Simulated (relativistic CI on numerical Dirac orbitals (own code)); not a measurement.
Line list: Electric-dipole lines, Tb⁵⁶⁺

Method of calculation: Dirac-Coulomb-Breit CI, KLI orbitals optimised for each configuration, a model potential for QED, unscaled Slater integrals (own radial code, finite nucleus).

Configuration list (outside the closed core 1s2): 2s2 2p5, 2s 2p6, 2p6 3s, 2p6 3p, 2p6 3d, 2s2 2p4 3s, 2s2 2p4 3p, 2s2 2p4 3d, 2s 2p5 3s, 2s 2p5 3p, 2s 2p5 3d, 2s2 2p4 4s, 2s2 2p4 4p, 2s2 2p4 4d, 2s2 2p4 4f, 2s2 2p3 3s2. Levels of other configurations are missing.

```
λ vac (nm)                    Lower                      Upper   A (s⁻¹)  log gf  S velocity/length
   0.16085      2s2 2p5 2P°_1/2 [2]      2s 2p5 3p 2D_3/2 [93]  8.41e+14    0.12               0.98
   0.16091      2s2 2p5 2P°_3/2 [1]     2s2 2p4 3d 2F_5/2 [53]  5.45e+14    0.10               0.99
   0.16093      2s2 2p5 2P°_3/2 [1]     2s2 2p4 3d 2P_3/2 [52]  9.75e+14    0.18               0.98
   0.16150        2s 2p6 2S_1/2 [3]    2s 2p5 3d 2P°_3/2 [105]  9.14e+14    0.16               0.98
   0.16174      2s2 2p5 2P°_3/2 [1]      2s 2p5 3p 2D_5/2 [46]  7.14e+14    0.23               0.99
   0.17692      2s2 2p5 2P°_3/2 [1]     2s2 2p4 3d 2D_5/2 [25]  6.63e+14    0.27               0.99
   0.17704      2s2 2p5 2P°_1/2 [2]     2s2 2p4 3d 2P_1/2 [63]  1.78e+15    0.22               0.98
   0.17718      2s2 2p5 2P°_1/2 [2]     2s2 2p4 3d 2D_3/2 [62]  1.62e+15    0.48               0.99
   0.17744        2s 2p6 2S_1/2 [3]     2s 2p5 3d 2P°_3/2 [87]  1.28e+15    0.38               0.98
   0.17761      2s2 2p5 2P°_3/2 [1]     2s2 2p4 3d 2P_3/2 [24]  1.13e+15    0.33               0.98
   0.17767      2s2 2p5 2P°_3/2 [1]     2s2 2p4 3d 2D_5/2 [23]  8.94e+14    0.40               0.99
   0.17864        2s 2p6 2S_1/2 [3]     2s 2p5 3d 2P°_1/2 [83]  1.63e+15    0.19               0.99
   0.52192  2s2 2p4 3p 4D°_7/2 [11]    2s2 2p4 4d 4F_9/2 [128]  7.45e+13    0.48               0.99
   0.54440   2s2 2p4 3d 4D_5/2 [16]   2s2 2p4 4f 2G°_7/2 [133]  1.05e+14    0.57               1.00
   0.54493   2s2 2p4 3d 2F_7/2 [17]   2s2 2p4 4f 2G°_9/2 [132]  1.42e+14    0.80               1.00
   0.55357   2s2 2p4 3d 2G_9/2 [57]  2s2 2p4 4f 2H°_11/2 [189]  1.51e+14    0.92               1.00
   0.55382   2s2 2p4 3d 2F_7/2 [19]   2s2 2p4 4f 2G°_9/2 [139]  1.32e+14    0.78               1.00
   0.55408   2s2 2p4 3d 4F_9/2 [20]  2s2 2p4 4f 4G°_11/2 [138]  1.51e+14    0.92               1.00
   0.55628   2s2 2p4 3d 2D_5/2 [25]   2s2 2p4 4f 2F°_7/2 [146]  1.44e+14    0.73               0.99
   0.56198   2s2 2p4 3d 2D_5/2 [23]   2s2 2p4 4f 2F°_7/2 [140]  1.09e+14    0.62               1.00
```

Terms are leading LS components. Brackets give the number of a level in order of energy, since labels repeat. The list gives strong lines, with weight on those to low levels, among the lowest 200 of 205 levels, so that lines to higher ones, which can be the strongest, are missing. Levels whose partners in the same complex of configurations lie outside the list can be far off, and so can their lines. Rates are taken at the computed energies, electric ones in the length gauge. A velocity-to-length ratio far from 1 marks an uncertain rate.

At this charge energies of transitions that change n are usually good to better than 1 %, and those within a shell (Δn = 0) to a few per cent.

LS names give the leading component of a level, which can be under half, so a name can repeat, a term be missing and a line seem to break the LS rules.
